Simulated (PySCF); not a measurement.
PySCF 2.14 output of an unrestricted LDA calculation on a single atom or ion in x2c-QZVPPall (16s10p9d6f1g, 142 functions), with the spin-free X2C one-electron Hamiltonian (Gaussian nucleus):

```
SCF conv_tol = 1e-09
number electrons alpha = 40  beta = 39
    P. A. M. Dirac.,  Math. Proc. Cambridge Philos. Soc. 26, 376 (1930)
    F. Bloch.,  Z. Phys. 57, 545 (1929)
    S. H. Vosko, L. Wilk, and M. Nusair.,  Can. J. Phys. 58, 1200 (1980)
cycle= 1 E= -20236.2245573986  delta_E= -0.0781  |g|= 0.25  |ddm|= 1.43
cycle= 2 E= -20236.2221086667  delta_E= 0.00245  |g|= 0.336  |ddm|= 0.599
cycle= 3 E= -20236.2280792962  delta_E= -0.00597  |g|= 0.00498  |ddm|= 0.352
cycle= 4 E= -20236.2280814116  delta_E= -2.12e-06  |g|= 0.000649  |ddm|= 0.00606
cycle= 5 E= -20236.2280814872  delta_E= -7.56e-08  |g|= 9.5e-05  |ddm|= 0.000987
cycle= 6 E= -20236.2280814894  delta_E= -2.19e-09  |g|= 7.48e-06  |ddm|= 0.000161
cycle= 7 E= -20236.2280814894  delta_E= -3.27e-11  |g|= 2.73e-06  |ddm|= 1.75e-05
converged SCF energy = -20236.2280814894  <S^2> = 0.75138867  2S+1 = 2.0013882
```

The run itself started from symmetry-adapted Hartree-Fock orbitals and held the occupation by maximum overlap, on a logarithmic radial grid, so the iterations belong to that start.

Q: Which element, charge and spin multiplicity is this?

A: Tl²⁺ (thallium, charge +2), multiplicity 2; the state was [Xe] 4f14 5d10 6p1, 2P determinant (an excited configuration).

Spin-orbit coupling, absent here, splits the open shell strongly.
